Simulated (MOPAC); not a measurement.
Input for MOPAC: PM7 on CH8SSi (a complex), monomers drawn apart or pushed together.

```
PM7 1SCF PRECISE CHARGE=0 THREADS=1
CH8SSi

S     -0.00899415 1    -0.53450535 1     0.30545501 1
H     -0.02062415 1    -1.57213420 1     1.15728415 1
H     -1.14679066 1    -0.03469494 1     0.81338900 1
C      1.22602400 1     1.83694126 1     6.89939230 1
Si    -0.29259868 1     0.80387245 1     7.26333163 1
H      2.08462417 1     1.48121453 1     7.47185354 1
H      1.05617518 1     2.88322520 1     7.15992710 1
H      1.47298246 1     1.78199856 1     5.83826318 1
H     -0.06418568 1    -0.61884754 1     6.90671513 1
H     -1.46049027 1     1.28457616 1     6.48331254 1
H     -0.64686252 1     0.86430586 1     8.70281893 1
```

Program output:

```
*******************************************************************************
 **                                                                           **
 **                              MOPAC v23.2.5                                **
 **                                                                           **
 *******************************************************************************
 ** MOPAC's Digital Object Identifier: https://doi.org/10.5281/zenodo.6511958 **
 **                                                                           **
 ** Please cite the open-source release paper for use of this MOPAC version:  **
 ** J. E. Moussa and J. J. P. Stewart (2026)                                  **
 ** MOPAC: An open-source semiempirical molecular orbital program             **
 ** J. Open Source Softw., 11(119), 8025, https://doi.org/10.21105/joss.08025 **
 *******************************************************************************

                              PM7 CALCULATION RESULTS

 *******************************************************************************
 *  PM7        - The PM7 Hamiltonian to be used
 *
 *
 *
 *                 CHARGE ON SYSTEM = 0
 *
 *
 *
 *  PRECISE    - TIGHTER CRITERIA TO BE USED
 *  1SCF       - DO 1 SCF AND THEN STOP
 *  THREADS=1  - MULTI-THREADING NOT USED
 *  T=         - A TIME OF 172800.0 SECONDS REQUESTED
 *  DUMP=N     - RESTART FILE WRITTEN EVERY 7200.0 SECONDS REQUESTED
 *******************************************************************************
PM7 1SCF PRECISE CHARGE=0 THREADS=1
 CH8SSi

   ATOM   CHEMICAL          X               Y               Z
  NUMBER   SYMBOL      (ANGSTROMS)     (ANGSTROMS)     (ANGSTROMS)

     1       S         -0.00899415  *  -0.53450535  *   0.30545501  *
     2       H         -0.02062415  *  -1.57213420  *   1.15728415  *
     3       H         -1.14679066  *  -0.03469494  *   0.81338900  *
     4       C          1.22602400  *   1.83694126  *   6.89939230  *
     5      Si         -0.29259868  *   0.80387245  *   7.26333163  *
     6       H          2.08462417  *   1.48121453  *   7.47185354  *
     7       H          1.05617518  *   2.88322520  *   7.15992710  *
     8       H          1.47298246  *   1.78199856  *   5.83826318  *
     9       H         -0.06418568  *  -0.61884754  *   6.90671513  *
    10       H         -1.46049027  *   1.28457616  *   6.48331254  *
    11       H         -0.64686252  *   0.86430586  *   8.70281893  *



          CARTESIAN COORDINATES

    NO.       ATOM           X           Y           Z

     1         S         -0.0090     -0.5345      0.3055
     2         H         -0.0206     -1.5721      1.1573
     3         H         -1.1468     -0.0347      0.8134
     4         C          1.2260      1.8369      6.8994
     5        Si         -0.2926      0.8039      7.2633
     6         H          2.0846      1.4812      7.4719
     7         H          1.0562      2.8832      7.1599
     8         H          1.4730      1.7820      5.8383
     9         H         -0.0642     -0.6188      6.9067
    10         H         -1.4605      1.2846      6.4833
    11         H         -0.6469      0.8643      8.7028

 General Reference for PM7:
 "Optimization of Parameters for Semiempirical Methods VI: More Modifications to the
 NDDO Approximations and Re-optimization of Parameters", J. J. P. Stewart, J. Mol. Mod., 1:32, 19 (2013)
 https://link.springer.com/article/10.1007/s00894-012-1667-x

           Empirical Formula: C H8 S Si  =    11 atoms



      MOLECULAR POINT GROUP   :   Cs


      RHF CALCULATION, NO. OF DOUBLY OCCUPIED LEVELS = 11


 -------------------------------------------------------------------------------
 PM7 1SCF PRECISE CHARGE=0 THREADS=1
 CH8SSi



     1SCF WAS SPECIFIED, SO BFGS WAS NOT USED
     SCF FIELD WAS ACHIEVED


                              PM7 CALCULATION
                                                       MOPAC v23.2.5 Linux




          FINAL HEAT OF FORMATION =         -8.15201 KCAL/MOL =     -34.10800 KJ/MOL


          COSMO AREA              =        157.12 SQUARE ANGSTROMS
          COSMO VOLUME            =        126.91 CUBIC ANGSTROMS

          IONIZATION POTENTIAL    =          9.366037 EV
          HOMO LUMO ENERGIES (EV) =         -9.366 -0.833
          NO. OF FILLED LEVELS    =         11
          MOLECULAR WEIGHT        =         80.2197         POINT GROUP:  Cs

          MOLECULAR DIMENSIONS (Angstroms)

            Atom       Atom       Distance
            H    11    S     1     8.53694
            H     6    H     3     3.75325
            H     9    H     7     3.26728


          SCF CALCULATIONS        =          1





   ATOM   CHEMICAL          X               Y               Z
  NUMBER   SYMBOL      (ANGSTROMS)     (ANGSTROMS)     (ANGSTROMS)

     1       S         -0.00899415  *  -0.53450535  *   0.30545501  *
     2       H         -0.02062415  *  -1.57213420  *   1.15728415  *
     3       H         -1.14679066  *  -0.03469494  *   0.81338900  *
     4       C          1.22602400  *   1.83694126  *   6.89939230  *
     5      Si         -0.29259868  *   0.80387245  *   7.26333163  *
     6       H          2.08462417  *   1.48121453  *   7.47185354  *
     7       H          1.05617518  *   2.88322520  *   7.15992710  *
     8       H          1.47298246  *   1.78199856  *   5.83826318  *
     9       H         -0.06418568  *  -0.61884754  *   6.90671513  *
    10       H         -1.46049027  *   1.28457616  *   6.48331254  *
    11       H         -0.64686252  *   0.86430586  *   8.70281893  *

                             CARTESIAN COORDINATES

   1    S       -0.008994150    -0.534505350     0.305455010
   2    H       -0.020624150    -1.572134200     1.157284150
   3    H       -1.146790660    -0.034694940     0.813389000
   4    C        1.226024000     1.836941260     6.899392300
   5   Si       -0.292598680     0.803872450     7.263331630
   6    H        2.084624170     1.481214530     7.471853540
   7    H        1.056175180     2.883225200     7.159927100
   8    H        1.472982460     1.781998560     5.838263180
   9    H       -0.064185680    -0.618847540     6.906715130
  10    H       -1.460490270     1.284576160     6.483312540
  11    H       -0.646862520     0.864305860     8.702818930


           Empirical Formula: C H8 S Si  =    11 atoms



      MOLECULAR POINT GROUP   :   Cs


                  EIGENVALUES
 -27.02162 -25.49013 -17.09092 -14.31132 -14.28656 -14.19252 -12.13752 -12.13154
 -11.80885 -11.77317  -9.36604  -0.83267  -0.24356  -0.13906   0.01809   0.04398
   1.81535   2.54285   2.55879   2.80119   3.36289   5.72548   5.73513   6.96885
   8.07490  21.21193  21.21210  22.04670  22.05048  22.47562


              NET ATOMIC CHARGES AND DIPOLE CONTRIBUTIONS

  ATOM NO.   TYPE          CHARGE      No. of ELECS.   s-Pop       p-Pop       d-Pop
    1          S          -0.326563        6.3266     1.87701     4.30456     0.14500
    2          H           0.163283        0.8367     0.83672
    3          H           0.163280        0.8367     0.83672
    4          C          -0.638305        4.6383     1.04771     3.59059
    5         Si           0.048443        3.9516     0.90216     2.90987     0.13952
    6          H           0.171056        0.8289     0.82894
    7          H           0.171055        0.8289     0.82894
    8          H           0.170817        0.8292     0.82918
    9          H           0.024823        0.9752     0.97518
   10          H           0.024821        0.9752     0.97518
   11          H           0.027290        0.9727     0.97271
 DIPOLE           X         Y         Z       TOTAL
 POINT-CHG.    -1.206    -0.626     1.153     1.782
 HYBRID         0.524     0.399     0.061     0.661
 SUM           -0.682    -0.227     1.213     1.410


          ATOMIC ORBITAL ELECTRON POPULATIONS

     Atom    s        px        py        pz      x^2-y^2     xz        z^2       yz        xy
    1  S   1.87701   1.39424   1.33818   1.57214   0.03571   0.02638   0.00924   0.05521   0.01847
    2  H   0.83672
    3  H   0.83672
    4  C   1.04771   1.21016   1.19571   1.18472
    5 Si   0.90216   0.90887   0.97455   1.02646   0.03931   0.03001   0.03311   0.00999   0.02711
    6  H   0.82894
    7  H   0.82894
    8  H   0.82918
    9  H   0.97518
   10  H   0.97518
   11  H   0.97271

 **********************
 *                    *
 * JOB ENDED NORMALLY *
 *                    *
 **********************




 == MOPAC DONE ==
```

The run finished.

Cost: around 0.04 core-seconds (rough).
